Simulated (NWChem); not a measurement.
# Si₂NH₇O; SMILES O[SiH2][SiH2]N

```xyz
11

N     -0.4723     2.4086     0.0248
Si     0.5839     1.0142    -0.0207
Si    -0.5285    -1.0709    -0.0055
O      0.4926    -2.4047    -0.0481
H     -1.0231     2.6140    -0.8016
H     -1.0304     2.5643     0.8572
H      1.4876     1.1009     1.1648
H      1.4151     1.1367    -1.2514
H     -1.3819    -1.2088    -1.2168
H     -1.4448    -1.1157     1.1808
H      1.1508    -2.4556     0.6587
```
Atoms are numbered in this order, from 1.

All runs: NWChem. The geometry was optimised at B3LYP/6-31G* (spherical d). Solvent water, SMD (1 M gas to 1 M solution), gas-phase geometry. Reactions with the solvent are ignored.

Question: Among these, which level gives the highest value of “dipole in solution (D)”?
(A) B3LYP/pcseg-2
(B) B3LYP/pcseg-1
(C) B3LYP/3-21G
(D) B3LYP/aug-pcseg-1

Answer: C, B3LYP/3-21G. Values: B3LYP/aug-pcseg-1 1.96; B3LYP/pcseg-2 2.02; B3LYP/pcseg-1 2.09; B3LYP/3-21G 2.16
